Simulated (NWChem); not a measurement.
# C$_{4}$H$_{3}$FSi; SMILES C#C[SiH](F)C#C

```xyz
9

Si    -0.4667     0.3936     0.0000
F     -1.8137    -0.4916     0.0000
C      0.4955    -0.0039     1.4903
C      1.1446    -0.2401     2.4888
C      0.4955    -0.0039    -1.4903
C      1.1446    -0.2401    -2.4888
H     -0.8509     1.8205     0.0000
H      1.7136    -0.4547     3.3669
H      1.7136    -0.4547    -3.3669
```
Atoms are numbered in this order, from 1.

Level: B3LYP/6-31G* (spherical d) (NWChem), optimised geometry, unscaled harmonic frequencies. 

Question: List the harmonic frequencies with IR intensities, and the thermochemistry.

Answer: 
```json
[
 {"frequency (cm⁻¹)": "99", "IR intensity (km/mol)": "1.1"},
 {"frequency (cm⁻¹)": "156", "IR intensity (km/mol)": "1.8"},
 {"frequency (cm⁻¹)": "167", "IR intensity (km/mol)": "1.3"},
 {"frequency (cm⁻¹)": "240", "IR intensity (km/mol)": "1.2"},
 {"frequency (cm⁻¹)": "338", "IR intensity (km/mol)": "15.6"},
 {"frequency (cm⁻¹)": "378", "IR intensity (km/mol)": "16.3"},
 {"frequency (cm⁻¹)": "427", "IR intensity (km/mol)": "44.8"},
 {"frequency (cm⁻¹)": "613", "IR intensity (km/mol)": "46.5"},
 {"frequency (cm⁻¹)": "684", "IR intensity (km/mol)": "0.0"},
 {"frequency (cm⁻¹)": "688", "IR intensity (km/mol)": "73.3"},
 {"frequency (cm⁻¹)": "693", "IR intensity (km/mol)": "94.3"},
 {"frequency (cm⁻¹)": "704", "IR intensity (km/mol)": "60.7"},
 {"frequency (cm⁻¹)": "704", "IR intensity (km/mol)": "26.3"},
 {"frequency (cm⁻¹)": "855", "IR intensity (km/mol)": "20.0"},
 {"frequency (cm⁻¹)": "858", "IR intensity (km/mol)": "333.8"},
 {"frequency (cm⁻¹)": "939", "IR intensity (km/mol)": "261.2"},
 {"frequency (cm⁻¹)": "2168", "IR intensity (km/mol)": "41.5"},
 {"frequency (cm⁻¹)": "2168", "IR intensity (km/mol)": "110.9"},
 {"frequency (cm⁻¹)": "2313", "IR intensity (km/mol)": "122.4"},
 {"frequency (cm⁻¹)": "3479", "IR intensity (km/mol)": "50.3"},
 {"frequency (cm⁻¹)": "3479", "IR intensity (km/mol)": "19.7"}
]
```

| Item | Result |
|---|---|
| zero-point energy | 31.7 kcal/mol |
| thermal correction to the enthalpy at 298.15 K (with zero-point energy) | 36.8 kcal/mol |
| heat capacity Cv | 24.8 cal/(mol K) |
| entropy at 298.15 K and 1 atm (symmetry number 1) | 83.2 cal/(mol K) |
| dipole moment | 2.02 D |

Rigid rotor and harmonic oscillator; modes under 100 cm⁻¹ make the entropy uncertain.
